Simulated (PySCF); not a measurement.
Job file and geometry (Å, from GFN2-xTB) of an NMR shielding run on SMILES C=CO[Si@@H](C)SC=C, C5H10OSSi, PySCF 2.14.0, density-fitted response routines, GIAO PBE0/pcSseg-1 NMR shielding, non-relativistic, gas phase; density fitting, a coarse starting grid and PySCF grid level 2 are the driver's defaults:

```
$ OMP_NUM_THREADS=1 python probes_run.py task.json out

{"job": {"kind": "nmr", "xc": "PBE0", "basis": "pcSseg-1"}, "charge": 0, "multiplicity": 1}
C      1.905178     1.617030    -1.975239
C      2.547131     0.848344    -1.117385
O      2.007800    -0.138637    -0.372311
Si     0.497202    -0.692753    -0.173614
C      0.659050    -1.915218     1.258241
S     -0.785120     0.981206     0.316486
C     -2.295545     0.166452     0.711474
C     -3.427874     0.819242     0.906363
H      0.848055     1.512681    -2.142404
H      2.423159     2.382078    -2.521293
H      3.609699     0.944158    -0.929805
H     -0.038487    -1.288982    -1.398315
H      1.349628    -2.712804     1.005604
H     -0.297003    -2.371064     1.494234
H      1.025945    -1.429305     2.158520
H     -2.224437    -0.906521     0.788842
H     -4.336575     0.299995     1.156852
H     -3.476567     1.890415     0.822092
```

**Question.** Write the output of this run.

**Answer.** 
```
coarse grid: 15968 points
cycle   1  E = -958.6669039296  dE =  9.750e-01  |g| = 7.096e-01  |ddm| = 3.868e+00
cycle   2  E = -958.5932790264  dE =  7.362e-02  |g| = 9.491e-01  |ddm| = 1.310e+00
cycle   3  E = -958.7678820338  dE = -1.746e-01  |g| = 1.344e-01  |ddm| = 8.399e-01
cycle   4  E = -958.7713447978  dE = -3.463e-03  |g| = 4.512e-02  |ddm| = 1.396e-01
cycle   5  E = -958.7717867268  dE = -4.419e-04  |g| = 1.638e-02  |ddm| = 4.639e-02
cycle   6  E = -958.7718526067  dE = -6.588e-05  |g| = 3.617e-03  |ddm| = 1.607e-02
cycle   7  E = -958.7718554933  dE = -2.887e-06  |g| = 1.115e-03  |ddm| = 3.898e-03
final grid: 144640 points
cycle   8  E = -958.8327287822  dE = -2.589e-05  |g| = 1.163e-02  |ddm| = 2.775e-02
cycle   9  E = -958.8327026948  dE =  2.609e-05  |g| = 1.611e-02  |ddm| = 2.084e-02
cycle  10  E = -958.8327577833  dE = -5.509e-05  |g| = 1.886e-03  |ddm| = 1.338e-02
cycle  11  E = -958.8327585529  dE = -7.696e-07  |g| = 3.124e-04  |ddm| = 1.828e-03
cycle  12  E = -958.8327585752  dE = -2.230e-08  |g| = 1.241e-04  |ddm| = 4.445e-04
cycle  13  E = -958.8327585791  dE = -3.932e-09  |g| = 2.718e-05  |ddm| = 1.230e-04
cycle  14  E = -958.8327585793  dE = -1.735e-10  |g| = 8.521e-06  |ddm| = 3.296e-05
converged SCF energy = -958.8327585793

GIAO shielding tensors (ppm)
atom      isotropic    diamagn.    paramagn.     s11        s22        s33       span
  0 C       87.043     259.953    -172.909    -13.785    112.625    162.290    176.074
  1 C       32.505     245.530    -213.025    -77.468     69.346    105.637    183.105
  2 O      216.844     398.517    -181.673    144.246    208.543    297.742    153.496
  3 Si     352.976     882.494    -529.518    305.673    366.352    386.902     81.228
  4 C      185.406     256.263     -70.857    178.928    182.109    195.181     16.253
  5 S      552.462    1062.926    -510.464    373.494    532.417    751.475    377.980
  6 C       53.781     263.711    -209.929    -57.328     60.602    158.070    215.398
  7 C       64.721     252.209    -187.488    -52.855     85.522    161.497    214.352
  8 H       26.878      34.946      -8.069     23.135     26.923     30.575      7.439
  9 H       27.131      28.170      -1.039     25.449     26.230     29.715      4.266
 10 H       25.144      27.561      -2.417     21.323     26.863     27.245      5.921
 11 H       25.812      31.475      -5.663     22.787     24.060     30.590      7.803
 12 H       31.190      29.927       1.263     26.770     28.185     38.615     11.845
 13 H       31.497      31.855      -0.358     26.508     30.073     37.911     11.403
 14 H       31.168      31.769      -0.601     27.445     28.559     37.500     10.054
 15 H       25.856      33.908      -8.052     21.642     25.083     30.843      9.201
 16 H       26.015      28.565      -2.550     22.138     24.894     31.013      8.875
 17 H       26.028      31.292      -5.264     22.325     24.471     31.289      8.965
```

**Question.** Turn these shieldings into chemical shifts. δ = σ(ref) − σ, references computed at the same level: TMS for ¹³C (σ = 186.93 ppm) and ²⁹Si (σ = 349.16 ppm) and ¹H (σ = 31.72 ppm); ¹⁷O (σ = 336.08 ppm) vs H2O; ³³S (σ = 503.73 ppm) vs CS2.

**Answer.** Averaging equivalent atoms: C 1: 154.4; C 6: 133.1; C 7: 122.2; C 0: 99.9; C 4: 1.5; O 2: 119.2; Si 3: -3.8; S 5: -49; H 10: 6.57; H 11: 5.90; H 15: 5.86; H 16: 5.70; H 17: 5.69; H 8: 4.84; H 9: 4.59; H 12/13/14: 0.43 ppm. Experimental scales use liquid or dissolved standards, which lie at an offset from isolated H2O (liquid H2O: subtract about 36 ppm).

Size and cost of the density-fitted run: 200 basis functions, 39 s wall time on 1 thread of an Arm Neoverse V1, shared host; peak memory 0.97 GiB.
